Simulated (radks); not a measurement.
The nuclear charge of the manganese ion Mn+ is varied continuously with 24 electrons held in [Ar] 3d5 4s1. Calculated with a radial shooting solver on a logarithmic mesh with Libxc functionals: scalar-relativistic Kohn-Sham, PBE, spin-polarised, spherical densities, finite nucleus; open shells are filled with parallel spins first; Fermi nuclear charge, rms radius 3.7057 fm. By the Hellmann-Feynman theorem dE/dZ = E(electron-nucleus)/Z, the electronic potential at the nucleus (averaged over a nucleus of fixed radius). The scalar-relativistic energy here is not variational (the density holds large components alone), so the two differ by a part that grows with Z.

Z     E (hartree)  E(electron-nucleus)/Z (hartree)  HOMO  e(HOMO) (eV)  <r> HOMO (bohr)
24.5  -1103.74816                         -107.429    4s        -8.190            3.001
24.6  -1114.52802                         -108.010    4s        -9.022            2.945
24.7  -1125.36615                         -108.591    4s        -9.881            2.892
24.8  -1136.26247                         -109.172    4s       -10.767            2.840
24.9  -1147.21694                         -109.752    4s       -11.679            2.791
25    -1158.22951                         -110.332    4s       -12.617            2.744
25.1  -1169.30014                         -110.911    4s       -13.580            2.699
25.2  -1180.42879                         -111.489    4s       -14.567            2.656
25.3  -1191.61543                         -112.068    4s       -15.578            2.615
25.4  -1202.86002                         -112.646    4s       -16.613            2.575
25.5  -1214.16255                         -113.224    4s       -17.672            2.536
25.6  -1225.52298                         -113.802    4s       -18.754            2.499
25.7  -1236.94129                         -114.379    4s       -19.858            2.464
25.8  -1248.41747                         -114.956    4s       -20.985            2.429
25.9  -1259.95149                         -115.533    4s       -22.134            2.396
26    -1271.54335                         -116.110    4s       -23.306            2.364

The central difference of E at Z = 25 is -110.416 hartree, to compare with the third column; the second derivative is -5.81 hartree.
